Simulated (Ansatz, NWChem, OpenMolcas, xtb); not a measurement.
A ladder of methods for CBrClF2 (SMILES FC(F)(Cl)Br)

CBrClF2: 5 atoms, total charge 0, spin state singlet. As SMILES, `FC(F)(Cl)Br`. The coordinates come from a PBE0-D4/def2-TZVP relaxation.

```xyz
5

F    -1.1095    0.0248    0.8131
C    -0.0198   -0.0871    0.0671
F     0.8236   -0.8975    0.6904
Cl   -0.4448   -0.7706   -1.4923
Br    0.8004    1.6568   -0.1197
```

Each level gives the energy change with the F1–C2 bond stretched from 1.325 to 1.723 Å (eV). The values are calculated.

```csv
level,kind,program,value (eV),less CCSD(T)/cc-pVDZ
GFN0-xTB,semi-empirical,xtb,1.12,-0.24
SVWN5/cc-pVDZ (restricted),LDA,NWChem,1.47,+0.11
BLYP/cc-pVDZ (restricted),GGA,OpenMolcas,1.01,-0.35
M06-L/cc-pVDZ (restricted),meta-GGA,NWChem,1.30,-0.06
BHLYP/cc-pVDZ (restricted),global hybrid,NWChem,1.69,+0.33
HSE06/cc-pVDZ (restricted),range-separated hybrid,Ansatz,1.50,+0.14
RPA@PBE/cc-pVDZ (restricted),RPA,Ansatz,1.18,-0.18
MP2/cc-pVDZ (restricted),perturbation theory,Ansatz,1.40,+0.04
CCSD(T)/cc-pVDZ (restricted),coupled cluster or CI,Ansatz,1.36,0.00
```

CCSD(T)/cc-pVDZ (restricted) is the highest level here, not the true value. All-electron rows without a relativistic Hamiltonian named are non-relativistic. The first shape isn't each level's own minimum. The values span 1.01 to 1.69 eV. In the correlated wave-function rows the outer d shell of Br is correlated, in sets not made for it.
